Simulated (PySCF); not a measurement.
# Ti⁺ (titanium, charge +1) across methods

[Ar] 3d2 4p1, one real determinant (an excited configuration). Calculation: PySCF 2.14, in aug-cc-pVDZ (7s6p4d2f, 59 functions); the non-relativistic Hamiltonian (point nucleus).

```json
{"method": "wB97X-V", "E (hartree)": "-848.858", "mean ε 3p β (eV)": "-51.293", "mean ε 3d α (eV)": "-18.026", "mean ε 4p α (eV)": "-9.638", "Σ⟨r²⟩ (bohr²)": "34.26", "⟨S²⟩": "3.750"}
{"method": "PBE", "E (hartree)": "-848.740", "mean ε 3p β (eV)": "-46.101", "mean ε 3d α (eV)": "-13.734", "mean ε 4p α (eV)": "-7.766", "Σ⟨r²⟩ (bohr²)": "33.83", "⟨S²⟩": "3.750"}
{"method": "TPSSh", "E (hartree)": "-849.002", "mean ε 3p β (eV)": "-47.273", "mean ε 3d α (eV)": "-14.611", "mean ε 4p α (eV)": "-7.882", "Σ⟨r²⟩ (bohr²)": "33.96", "⟨S²⟩": "3.751"}
{"method": "r2SCAN", "E (hartree)": "-848.945", "mean ε 3p β (eV)": "-46.865", "mean ε 3d α (eV)": "-14.127", "mean ε 4p α (eV)": "-7.775", "Σ⟨r²⟩ (bohr²)": "33.79", "⟨S²⟩": "3.751"}
{"method": "BHandHLYP", "E (hartree)": "-848.982", "mean ε 3p β (eV)": "-51.020", "mean ε 3d α (eV)": "-17.449", "mean ε 4p α (eV)": "-8.558", "Σ⟨r²⟩ (bohr²)": "34.24", "⟨S²⟩": "3.751"}
{"method": "LDA", "E (hartree)": "-846.901", "mean ε 3p β (eV)": "-46.184", "mean ε 3d α (eV)": "-13.712", "mean ε 4p α (eV)": "-7.787", "Σ⟨r²⟩ (bohr²)": "33.59", "⟨S²⟩": "3.750"}
{"method": "PBE0", "E (hartree)": "-848.785", "mean ε 3p β (eV)": "-48.655", "mean ε 3d α (eV)": "-15.616", "mean ε 4p α (eV)": "-8.258", "Σ⟨r²⟩ (bohr²)": "34.01", "⟨S²⟩": "3.751"}
{"method": "UHF", "E (hartree)": "-848.07649", "mean ε 3p β (eV)": "-55.084", "mean ε 3d α (eV)": "-20.703", "mean ε 4p α (eV)": "-9.363", "Σ⟨r²⟩ (bohr²)": "35.51", "⟨S²⟩": "3.752"}
{"method": "BLYP", "E (hartree)": "-848.997", "mean ε 3p β (eV)": "-45.921", "mean ε 3d α (eV)": "-13.634", "mean ε 4p α (eV)": "-7.588", "Σ⟨r²⟩ (bohr²)": "33.78", "⟨S²⟩": "3.750"}
```

⟨L²⟩ = 13.97 against 20 for a pure G term, so this real determinant mixes terms.
